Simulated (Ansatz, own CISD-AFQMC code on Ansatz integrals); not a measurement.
H3NOSi, SMILES `[H]/N=[SiH]\O` (N–Si–O–H torsion 0°) (charge 0, multiplicity 1).

Z-matrix (Å, degrees):
```
Si
N 1 1.5745
H 2 1.0065 1 130.23
O 1 1.6293 2 134.67 3 0.00
H 4 0.9604 1 117.86 2 0.00
H 1 1.4657 2 120.04 3 -179.99
```
Charge 0, multiplicity 1.

Frozen-core correlation energies in cc-pVDZ at a geometry from PBE0-D3(BJ)/def2-TZVP, on an HF energy of -419.99349 Ha (<S^2> = 0.00). Wave-function levels are from Ansatz, the walk from an own CISD-AFQMC code on Ansatz integrals (time step 0.005/Ha, trial state from CCSD amplitudes, largest double 0.08).

```csv
level,correlation energy (mHa)
MP2,-453.9
CCSD,-473.3
CCSD(T),-487.4
CCSDT(Q),-490.0
```

Problem. What correlation energy does phaseless AFQMC give, and where does it lie among these levels?

Solution. -489.8 ± 0.4 mHa (one standard error). AFQMC minus each level: MP2 -35.9 mHa, CCSD -16.5 mHa, CCSD(T) -2.4 mHa, CCSDT(Q) +0.2 mHa.
